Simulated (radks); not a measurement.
Numerical settings for the copper ion Cu+, [Ar] 3d10. Method: non-relativistic Kohn-Sham, r2SCAN, spin-polarised, spherical densities, point nucleus; meta-GGA in the generalised Kohn-Sham scheme; computed with a radial shooting solver on a logarithmic mesh with Libxc functionals. The defaults (mesh step 0.008 in ln r, mesh end at 40 bohr or more with all orbitals vanishing there, Anderson mixing 0.5 over 9 steps, residual threshold near 1e-9 with the energy settled to 1e-9 hartree or 1e-11 of itself, here a cap of 57 iterations) give E = -1640.221 hartree and 3d at -13.734 eV in 13 iterations. Times are rough (one thread of a shared host). Changes against that run (0 stands for a change within the tolerance of the run):

[
 {"setting": "mesh step in ln r 0.2", "iterations": "4", "converged": "no", "E (mhartree)": "diverged", "e(3d) (meV)": "-", "CPU (s)": "0.01"},
 {"setting": "mesh step in ln r 0.02", "iterations": "13", "converged": "yes", "E (mhartree)": "+0.00118", "e(3d) (meV)": "0", "CPU (s)": "0.07"},
 {"setting": "mesh step in ln r 0.03", "iterations": "13", "converged": "yes", "E (mhartree)": "-0.00133", "e(3d) (meV)": "0", "CPU (s)": "0.05"},
 {"setting": "mesh end (bohr) 3", "iterations": "13", "converged": "yes", "E (mhartree)": "+245", "e(3d) (meV)": "+5.46e+03", "CPU (s)": "0.13"},
 {"setting": "mesh end (bohr) 2", "iterations": "11", "converged": "level above zero", "E (mhartree)": "+2.31e+03", "e(3d) (meV)": "+2.57e+04", "CPU (s)": "0.1"},
 {"setting": "residual threshold 0.1", "iterations": "12", "converged": "yes", "E (mhartree)": "0", "e(3d) (meV)": "+0.0764", "CPU (s)": "0.14"},
 {"setting": "residual threshold 1e-05", "iterations": "12", "converged": "yes", "E (mhartree)": "0", "e(3d) (meV)": "+0.0764", "CPU (s)": "0.14"},
 {"setting": "mixing 0.2", "iterations": "20", "converged": "yes", "E (mhartree)": "0", "e(3d) (meV)": "-0.0109", "CPU (s)": "0.21"},
 {"setting": "linear mixing, mixing 1", "iterations": "57", "converged": "no", "E (mhartree)": "+4.3e+04", "e(3d) (meV)": "-4.28e+05", "CPU (s)": "1.2"},
 {"setting": "linear mixing, mixing 0.5", "iterations": "57", "converged": "no", "E (mhartree)": "0", "e(3d) (meV)": "-0.141", "CPU (s)": "0.49"},
 {"setting": "mixing history 2", "iterations": "20", "converged": "yes", "E (mhartree)": "0", "e(3d) (meV)": "+0.0118", "CPU (s)": "0.2"},
 {"setting": "iteration cap 8", "iterations": "8", "converged": "no", "E (mhartree)": "+0.00964", "e(3d) (meV)": "+36.3", "CPU (s)": "0.09"}
]

Settled on a wrong energy, with an occupied level pushed above zero by the early mesh end: mesh end (bohr) 2 (+2.31 hartree). Apart from these: settings that end as converged yet miss the energy by more than 1 mhartree: mesh end (bohr) 3 (+0.245 hartree). A mesh that ends early acts as a hard wall.
